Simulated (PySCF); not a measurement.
## Finite-field polarisability of Sn (tin, neutral)

[Kr] 4d10 5s2 5p2, high-spin 3P determinant. Computed with PySCF 2.14 in x2c-TZVPPall with one added diffuse shell each of s, p, d, f type (9s7p5d3f, 76 functions), with scalar relativity by spin-free X2C-1e. Frozen: [Kr] 4d10. Energy changes in a uniform field (μhartree):

```json
{"axis": "x", "F (au)": "0.0021", "HF": "-103.109", "MP2": "-103.431", "CCSD": "-103.059", "CCSD(T)": "-103.277"}
{"axis": "x", "F (au)": "0.0042", "HF": "-412.679", "MP2": "-413.981", "CCSD": "-412.491", "CCSD(T)": "-413.365"}
{"axis": "y", "F (au)": "0.0018", "HF": "-100.640", "MP2": "-100.410", "CCSD": "-100.328", "CCSD(T)": "-100.512"}
{"axis": "y", "F (au)": "0.0036", "HF": "-403.198", "MP2": "-402.274", "CCSD": "-401.944", "CCSD(T)": "-402.686"}
```

By symmetry the remaining axis equals y.

Derive α along x at CCSD(T) from the two fields.

With ΔE = −αF²/2 − γF⁴/24, α = −(16 ΔE(F) − ΔE(2F))/(6F²) = 46.83 bohr³.

And the mean polarisability at each level?

The components xx, yy, zz at CCSD(T) are 46.83, 62.01, 62.01, the third axis being equal by symmetry to one of the two computed. Means: HF 56.98, MP2 56.93, CCSD 56.84, CCSD(T) 56.95 bohr³. Reference: 53 ± 6 bohr³ (recommended; Schwerdtfeger and Nagle, table of static dipole polarizabilities (2023 update)).
